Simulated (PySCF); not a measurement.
Numbering as in the mapped SMILES `[SiH3:1][N:2]([SiH3:3])[SiH2:4][C:5]([Cl:6])([Cl:7])[Cl:8]`. Hydrogens are named by the atom that carries them.

In vacuum, fast rotation and ring inversion assumed for equivalent nuclei, relativity neglected, single conformer. GFN2-xTB geometry; GIAO PBE0/pcSseg-1 shieldings; PySCF 2.14.

Referencing at the same level of theory: ¹³C and ¹H and ²⁹Si against TMS; ¹⁵N against NH3; HCl for ³⁵Cl.

| atoms | nucleus | count | δ (ppm) |
| --- | --- | --- | --- |
| H(Si4) | ¹H | 2 | 4.77 |
| Cl6/Cl7/Cl8 | ³⁵Cl | 3 | 404 |
| C5 | ¹³C | 1 | ? |
| N2 | ¹⁵N | 1 | ? |
| H(Si1)/H(Si3) | ¹H | 6 | 4.92 |
| Si4 | ²⁹Si | 1 | -18.3 |
| Si1/Si3 | ²⁹Si | 2 | -43.1 |

Q: Complete the table.

A: 
- C5: 113.2 ppm, fully substituted sp3 carbon bonded to 3 Cl and Si; 3 electronegative neighbours deshield it
- N2: -1.1 ppm, nitrogen bonded to 3 Si

Carbons that carry Cl, above all several Cl atoms, come out too deshielded, partly because spin–orbit coupling is missing. Shifts are as computed. Against solution values, carbons near 30 ppm lie about +3 ppm off and those near 130 ppm about +5 ppm; carbons on Cl a further +6 ppm. Of 1309 compounds with measured shifts, 239 miss one by over three times the rms of a fit or turn the order of signals round; such compounds aren't used in these exercises. Experimental scales use liquid or dissolved standards, which lie at an offset from isolated NH3 (liquid NH3: subtract about 20 ppm).
